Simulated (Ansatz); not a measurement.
C₂H₈BeN₂, singlet, at a GFN2-xTB geometry (such geometries of metal compounds can be far from the true shape); SC-NEVPT2/STO-3G, CASSCF(2,4) run with Ansatz (a quantum-chemistry and plane-wave program).

Here is a job for Ansatz.
Ansatz 0.2 input:
```yaml
crystal:
  periodic: [false, false, false]
  atoms:
    - {symbol: Be, position_ang: [0.68301237, 0.57402744, -0.51969765]}
    - {symbol: N, position_ang: [1.68589894, 1.41688833, -1.28278456]}
    - {symbol: H, position_ang: [2.64471810, 1.59215778, -1.03386336]}
    - {symbol: H, position_ang: [1.52936031, 1.91588346, -2.14215342]}
    - {symbol: N, position_ang: [-0.32157571, -0.27026346, 0.24468392]}
    - {symbol: C, position_ang: [-1.19967065, 0.22806520, 1.27393777]}
    - {symbol: C, position_ang: [-0.53081257, -1.68242372, 0.04277054]}
    - {symbol: H, position_ang: [-2.25360024, 0.07163966, 1.00379872]}
    - {symbol: H, position_ang: [-1.02078475, -0.28617739, 2.22880218]}
    - {symbol: H, position_ang: [-1.03317947, 1.29224687, 1.41722671]}
    - {symbol: H, position_ang: [-0.33441165, -2.24669522, 0.96539505]}
    - {symbol: H, position_ang: [-1.56722714, -1.88887817, -0.25960841]}
    - {symbol: H, position_ang: [0.13571210, -2.04650979, -0.73435227]}
basis:
  gaussian:
    orbitals: STO-3G
magnetization: {spin_polarized: false}
correlation: {method: sc_nevpt2, electrons: all, active_space: {window: {electrons: 2, orbitals: 4}}}
```

Problem. Write the output that Ansatz gives for this input, abridged.

Solution. 
```
Functional definition: HF
443 factors; integrals over basis functions are off by at most 8.2e-4 eV
mean field evaluation 1: about -5479.3574 eV, gradient 2.1e1 eV
mean field evaluation 2: about -5480.3972 eV, gradient 2.1e1 eV
mean field evaluation 4: about -5482.0478 eV, gradient 1.6e0 eV
mean field evaluation 8: about -5482.0636 eV, gradient 1.2e-1 eV
a density is far from that of the atoms, so the factors are made again for it
473 factors; integrals over basis functions are off by at most 1.0e-4 eV
mean field evaluation 16: about -5480.8889 eV, gradient 2.1e0 eV
mean field evaluation 32: about -5482.0626 eV, gradient 3.1e-1 eV
mean field -5482.06462193 eV, -201.4621589792 hartree, gradient 2.7e-6 eV, S^2 0.000000; 1 other end points of the search recorded, 0 dependent functions left out
reference -5482.06462193 eV, -201.4621589792 hartree; 19, 19 occupied and 14, 14 virtual orbitals, 473 factors
state -5482.51363025 eV, -201.4786597306 hartree
state -5482.51363025 eV, -201.4786597306 hartree; corrected -5488.50089271 eV, -201.6986875676 hartree
state -5482.48136331 eV, -201.4774739422 hartree
state -5482.48136331 eV, -201.4774739422 hartree; corrected -5488.49378353 eV, -201.6984263102 hartree
state -5482.51363025 eV, -201.4786597306 hartree; corrected -5488.50089271 eV, -201.6986875676 hartree
2 active orbitals were swapped for others, from the solution at -5482.48135989 eV, -201.4774738165 hartree to that at -5482.51362616 eV, -201.4786595801 hartree; typed "places" are swapped only where nearly empty or full, and so, without "given_window_search", are "orbital_numbers", "shells" and a window whose orbitals a file names under [Active]
Total energy: -5488.50089271 eV, -201.6986875676 hartree
```
